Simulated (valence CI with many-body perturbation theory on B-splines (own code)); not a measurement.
**Energy levels of As II**

Method: relativistic CI+MBPT: four valence electrons over a frozen Dirac-Fock core [Ar] 3d10, a basis of 11 s, 11 p, 10 d, 8 f, 5 g, 2 h functions for each j, with the one-electron correlation potential Σ1, the two-electron term Σ2, the three-electron term Σ3, Breit, model QED; selected CI, second order for the rest (own B-spline code, finite nucleus).

Set against measurement, 16 paired levels are off by 193 cm⁻¹ on average, the worst by 359. These come from a selection out of the NIST Handbook of Basic Atomic Spectroscopic Data. Levels without a partner in it may be off by more. Among the levels kept, up to 2200 cm⁻¹ of a level comes from second order outside the variational space, and about a tenth of that is noise between levels of different J, which matters for small intervals.

Levels 136 to 156 of 156, with energies above the lowest level, (4s^2 4p1/2^2) J=0. "Leading %" is the weight of the configuration and term that name the level; weights of strongly mixed levels are sums over their largest components and can fall short. In the jj column 3d3/2^4 stands for four electrons in 3d with j = 3/2. Lifetimes count E1, E2, E3, M1 and M2 decay at the calculated energies, and are blank where another channel may lead or the interval is too uncertain; long ones can be off by a factor of two.

| No. | Configuration | Term | J | E (eV) | Leading % | Leading jj | g | Lifetime |
| --- | --- | --- | --- | --- | --- | --- | --- | --- |
| 136 | 4s2.4p.7d | 3D° | 1 | 16.989 | 53 | 4s^2 4p1/2 7d3/2 (85 %) | 0.812 | 2.05 ns |
| 137 | 4s2.4p.6f | 3G | 3 | 16.995 | 67 | 4s^2 4p1/2 6f5/2 (93 %) | 0.829 | 10.4 ns |
| 138 | 4s2.4p.6f | 3G | 4 | 16.997 | 39 | 4s^2 4p1/2 6f7/2 (93 %) | 1.091 | 12.7 ns |
| 139 | 4s2.4p.6f | 3D | 3 | 17.003 | 46 | 4s^2 4p1/2 6f7/2 (92 %) | 1.190 | 11.2 ns |
| 140 | 4s2.4p.8p | 3P | 1 | 17.004 | 47 | 4s^2 4p1/2 8p3/2 (92 %) | 1.470 | 45.5 ns |
| 141 | 4s2.4p.6f | 3F | 2 | 17.008 | 44 | 4s^2 4p1/2 6f5/2 (88 %) | 0.881 | 13.6 ns |
| 142 | 4s2.4p.8p | 3D | 2 | 17.016 | 47 | 4s^2 4p1/2 8p3/2 (88 %) | 1.162 | 52.4 ns |
| 143 | 4s2.4p.6h | 3I | 6 | 17.020 | 36 | 4s^2 4p1/2 6h11/2 (94 %) | 1.057 | 37.7 ns |
| 144 | 4s2.4p.8p | 3P | 0 | 17.020 | 70 | 4s^2 4p1/2 8p1/2 (88 %) |  | 38.5 ns |
| 145 | 4s2.4p.6g | 3H° | 5 | 17.021 | 37 | 4s^2 4p1/2 6g9/2 (94 %) | 1.070 | 26.3 ns |
| 146 | 4s2.4p.6h | 3I | 5 | 17.023 | 67 | 4s^2 4p1/2 6h9/2 (94 %) | 0.885 | 37.9 ns |
| 147 | 4s2.4p.6h | 3G | 5 | 17.023 | 55 | 4s^2 4p1/2 6h11/2 (94 %) | 1.125 | 37.9 ns |
| 148 | 4s2.4p.6g | 3H° | 4 | 17.025 | 67 | 4s^2 4p1/2 6g7/2 (94 %) | 0.863 | 25.9 ns |
| 149 | 4s2.4p.6g | 3F° | 4 | 17.026 | 52 | 4s^2 4p1/2 6g9/2 (93 %) | 1.152 | 26.2 ns |
| 150 | 4s2.4p.6h | 3H | 4 | 17.027 | 39 | 4s^2 4p1/2 6h9/2 (94 %) | 0.930 | 38.0 ns |
| 151 | 4s2.4p.6g | 3G° | 3 | 17.031 | 42 | 4s^2 4p1/2 6g7/2 (94 %) | 0.909 | 26.1 ns |
| 152 | 4s2.4p.8s | 3P° | 2 | 17.143 | 93 | 4s^2 4p3/2 8s (93 %) | 1.500 | 7.54 ns |
| 153 | 4s2.4p.8s | 1P° | 1 | 17.149 | 62 | 4s^2 4p3/2 8s (90 %) | 1.140 | 5.22 ns |
| 154 | 4s2.4p.9s | 3P° | 0 | 17.270 | 92 | 4s^2 4p1/2 9s (92 %) |  | 9.50 ns |
| 155 | 4s2.4p.7d | 3F° | 4 | 17.277 | 92 | 4s^2 4p3/2 7d5/2 (92 %) | 1.250 | 18.5 ns |
| 156 | 4s2.4p.9s | 3P° | 1 | 17.280 | 61 | 4s^2 4p1/2 9s (91 %) | 1.337 | 8.93 ns |

Where two levels of one J and parity lie close, their mixing, g and order are uncertain.
